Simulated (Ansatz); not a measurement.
The cluster Ag₂Sn. Charge 0, multiplicity 1. Geometry B3LYP-D4/def2-TZVP.

```xyz
3

Ag    1.390    0.585    0.874
Ag   -0.142   -1.053   -1.381
Sn   -1.248    0.468    0.507
```

In the def2 sets Ag, Sn take a core potential; there is no spin–orbit coupling. HSE06 is defined as in plane-wave codes, on full-range PBE exchange. The restricted singlet is unstable towards broken spin symmetry in Hartree–Fock (as tested in another run); at BHLYP-D4/def2-TZVP this wasn't settled. The structure comes from a short search, and lower isomers may exist.

(1) Estimate the orbital energies around the gap (eV) in Ansatz with PBE-D4/def2-SVP, PBE-D4/def2-TZVP, r2SCAN-D4/def2-TZVPD, HSE06-D4/def2-TZVP, BHLYP-D4/def2-TZVP.

Results:

(1) 
```csv
orbital,PBE-D4/def2-SVP,PBE-D4/def2-TZVP,r2SCAN-D4/def2-TZVPD,HSE06-D4/def2-TZVP,BHLYP-D4/def2-TZVP
HOMO−13,-25.40,-25.38,-25.97,-27.52,-30.47
HOMO−12,-11.34,-11.32,-11.55,-12.06,-13.62
HOMO−11,-7.88,-7.85,-8.12,-9.19,-11.30
HOMO−10,-7.79,-7.76,-8.02,-9.04,-11.13
HOMO−9,-7.78,-7.75,-8.00,-9.03,-11.08
HOMO−8,-7.53,-7.50,-7.75,-8.79,-10.89
HOMO−7,-7.52,-7.48,-7.74,-8.76,-10.88
HOMO−6,-7.38,-7.34,-7.62,-8.73,-10.86
HOMO−5,-7.38,-7.34,-7.61,-8.64,-10.74
HOMO−4,-7.33,-7.30,-7.55,-8.64,-10.65
HOMO−3,-7.18,-7.13,-7.41,-8.52,-10.61
HOMO−2,-7.17,-7.12,-7.40,-8.49,-10.56
HOMO−1,-5.26,-5.29,-5.35,-5.46,-6.28
HOMO,-4.59,-4.61,-4.69,-4.80,-5.62
LUMO,-3.78,-3.78,-3.59,-3.30,-2.11
LUMO+1,-2.41,-2.44,-2.24,-2.10,-1.16
LUMO+2,-2.19,-2.22,-2.03,-1.84,-0.86
LUMO+3,-0.77,-0.82,-0.60,-0.57,0.31
LUMO+4,-0.40,-0.46,-0.16,-0.16,0.72
LUMO+5,0.05,0.02,0.32,0.28,1.12
```
